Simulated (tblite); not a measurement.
Compound: C₄H₅BCl₂.
Cartesian coordinates in Å at the GFN2-xTB level; atoms count from 1:
```
atom  x, y, z in Å
C1    -2.2777   -1.0260   -0.1953
C2    -1.4131   -0.0127   -0.1783
C3     0.0012   -0.1912    0.0152
C4     0.8961    0.8176    0.0364
B5     2.4103    0.6369    0.2422
Cl6    3.4640    2.0039    0.2557
Cl7    3.1052   -0.9277    0.4653
H8    -3.3333   -0.8745   -0.3395
H9    -1.9506   -2.0443   -0.0635
H10   -1.7574    1.0042   -0.3136
H11    0.3443   -1.2091    0.1522
H12    0.5121    1.8221   -0.1029
```

Computed values, GFN2-xTB/tblite, gas phase, harmonic and unscaled. This tight-binding method is rough: wavenumbers can miss measured ones by several per cent, in bad cases by 10 to 20. One conformer, not necessarily the lowest.

Harmonic wavenumbers (cm⁻¹): 57.8, 88.7, 134.7, 169.5, 218.8, 245.1, 357.4, 428.7, 464.4, 598.2, 611.9, 761.0, 812.9, 898.4, 944.5, 983.6, 1038.5, 1075.8, 1169.5, 1225.4, 1288.7, 1295.8, 1401.5, 1595.9, 1646.5, 3041.2, 3055.4, 3068.3, 3104.4, 3137.5.

A = 3299, B = 795.2, C = 640.7 MHz; mass 133.986 u (most abundant isotopes); point group Cs, symmetry number 1.

Task: What is the zero-point energy?

Result: Half the sum of the wavenumbers: 17460 cm⁻¹ = 49.92 kcal/mol.

Task: Give the ideal-gas entropy at 350 K and 1 bar in the rigid-rotor, harmonic-oscillator model (classical rotation).

Result: Translation 41.41, rotation 30.12, vibration 25.78: S = 97.3 cal/(mol K).

Task: And Cp and H(350 K) − H(0)?

Result: Cp = 32.97 cal/(mol K), of which vibrations give 25.02 (their classical limit is 30 R = 59.6); H(350 K) − H(0) = 7.46 kcal/mol without the zero-point energy, 4.68 from vibrations.

Task: Blend soft modes into free rotors: weight 1/[1 + (100 cm⁻¹/ν̃)⁴] for the oscillator and the rest for a rotor with moment μB/(μ + B), μ = h/(8π²ν), B = 10⁻⁴⁴ kg m². What vibrational entropy results?

Result: 23.95 cal/(mol K) in place of 25.78, which changes −T·S at 350 K by +0.64 kcal/mol.

Task: What must be added to the electronic energy to get the Gibbs energy at 350 K and 1 bar?

Result: ZPE + [H(350 K) − H(0)] − T·S = 49.92 + 7.46 − 34.06 = 23.32 kcal/mol.

Task: How do the functions run with temperature in this model?

Result: 
```csv
T (K),S (cal/(mol K)),Cp (cal/(mol K)),H − H(0) (kcal/mol),G − H(0) (kcal/mol),ln q(vib)
150,75.4,20.2,2.11,-9.20,2.25
250,87.3,26.8,4.47,-17.36,4.29
298.15,92.3,29.8,5.83,-21.68,5.24
400,101.9,35.7,9.18,-31.58,7.20
600,118.1,44.3,17.25,-53.63,10.83
900,137.7,52.0,31.81,-92.13,15.74
```

q(vib) and H(0) count from the zero-point level.

Hindered rotation and anharmonicity are outside this model. Other conformers, if any are populated, would add a mixing term that is left out.

On an Arm Neoverse V2 with one thread, no GPU (shared host), this took 0.28 s wall. This covers the Hessian and the dipole derivatives.
